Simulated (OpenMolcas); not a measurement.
## 4s2 4p2 along the 32-electron sequence

```
Program             : OpenMolcas
Method              : CASSCF
Basis               : ANO-RCC-VTZP
Scalar Hamiltonian  : DKH2, point nucleus
Spin-orbit coupling : RASSI with atomic mean-field integrals over the reference wave functions, term energies averaged over their components
```

Active space for each ion: 4 electrons in 4 orbitals (4s 4p).

Computed levels in cm-1 above 3P0:

```csv
Level,As+,Se2+,Br3+,Kr4+
3P1,939,1553,2374,3359
3P2,2311,3627,5272,7130
1D2,12550,15512,18656,22039
1S0,22243,27290,32385,37738
weight of 3P in the lowest level (%),99,99,98,97
```

Measured, with the error of the calculation in %. Measured levels: As+ from NIST Handbook of Basic Atomic Spectroscopic Data; Se2+ from Moore, Atomic Energy Levels, vol. II, NSRDS-NBS 35 (1971 reprint of NBS Circular 467, 1952); Kr4+ from Saloman, J. Phys. Chem. Ref. Data 36, 215 (2007).

```csv
Level,As+,Se2+,Kr4+
3P1,1063 (-11.7),1741 (-10.8),3743 (-10.2)
3P2,2541 (-9.1),3937 (-7.9),7595 (-6.1)
1D2,10096 (+24.3),13032 (+19.0),19723 (+11.7)
1S0,22599 (-1.6),,39204 (-3.7)
```

The fine-structure level 3P2 changes by a factor of 3.09 from As+ to Kr4+. Its fourth root runs 6.93, 7.76, 8.52, 9.19, with steps per unit of Z of 0.83, 0.76, 0.67; equal steps would mean a (Z - σ)^4 law with constant σ.

1D2 changes by a factor of 1.76 over the same range, with steps per unit of Z of +2960, +3140, +3380 cm-1.

Without dynamic correlation excited terms often stand tens of per cent too high (terms of higher spin than the ground term too low), and those without a measured partner can miss by more than the paired ones (holds for As+). Computed and measured levels are paired by configuration, term and J; levels that our copy of the source lacks, or whose pairing is in doubt (as where it misses far off the trend of its configuration), stay unpaired and out of the deviations. Only configurations of the active space appear.
